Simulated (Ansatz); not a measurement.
`O[SiH]1[CH2][GeH2]1` → `O=[CH][GeH2][SiH3]`  (isomerisation)

Calculated with Ansatz (gas phase, PBE0-D4/def2-TZVP geometries, no zero-point term in ΔE). CCSD(T)/CBS is the MP2 limit (def2-TZVPP, def2-QZVPP) plus CCSD(T) − MP2 in def2-TZVPP, frozen cores. For Ge outer-core shells are correlated without core-valence functions, which leaves a few kJ/mol of doubt a bond. Scalar relativity is left out up to krypton. Each species was taken in one conformer, which may not be the lowest.

```tsv
species	CCSD(T)/CBS(def2) energy (Eh)
`O[SiH]1[CH2][GeH2]1`	-2482.03354
`O=[CH][GeH2][SiH3]`	-2481.98464
```

Work out ΔE.

ΔE = (-2481.98464) − (-2482.03354) = 0.04890 Eh = +30.7 kcal/mol.

Largest T1 diagnostic among the species: 0.015.

From PBE to PBE0 (25 % exact exchange), in def2-TZVPP and without D4, ΔE moves by +3.2 kcal/mol. In def2-TZVPP, CCSD(T) changes the Hartree–Fock value by +6.5 kcal/mol (the triples alone add +0.2 kcal/mol) and MP2 by +11.2 kcal/mol.
